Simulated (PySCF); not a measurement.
[WSCl4]- (charge -1 and doublet state).
Bonds: W1–S2, W1–Cl3, W1–Cl4, W1–Cl5, W1–Cl6.

The calculation used PBE0-D3(BJ)/def2-SVP geometry optimisation, gas phase, def2 core potentials past Kr (PySCF 2.14.0).

**Question.** How far are the bound atoms from W1?

**Answer.** 5 atoms: S2 2.118 Å, Cl4 2.358 Å, Cl6 2.359 Å, Cl5 2.359 Å, Cl3 2.359 Å.

**Question.** List the angles at W1.

**Answer.** 
```tsv
angle	degrees	distance of the outer atoms (Å)
Cl3–W1–Cl5	146.5	4.52
Cl4–W1–Cl6	146.3	4.51
S2–W1–Cl6	106.9	3.60
S2–W1–Cl4	106.8	3.60
S2–W1–Cl3	106.8	3.60
S2–W1–Cl5	106.7	3.60
Cl4–W1–Cl5	85.2	3.19
Cl3–W1–Cl4	85.2	3.19
Cl3–W1–Cl6	85.2	3.19
Cl5–W1–Cl6	85.2	3.19
```

**Question.** What is the shape at W1?

**Answer.** Square pyramidal: τ5 = (β − α)/60° = 0.00 from the two widest angles, 146.5° and 146.3° (0 for a square pyramid, 1 for a trigonal bipyramid).

**Question.** What are the rotational constants (commonest isotopes, rigid rotor)?

**Answer.** A = 898.2, B = 897.5, C = 708.5 MHz: an oblate symmetric top.

Point group: C4v (tolerance 0.08 Å). Charge -1, doublet. ⟨S²⟩ = 0.762 (exact for a doublet: 0.75). The geometry's basis has no diffuse functions, a weakness for an anion. No PBE0-D3(BJ)/def2-SVP frequencies stand behind this structure, so it isn't proved a minimum.
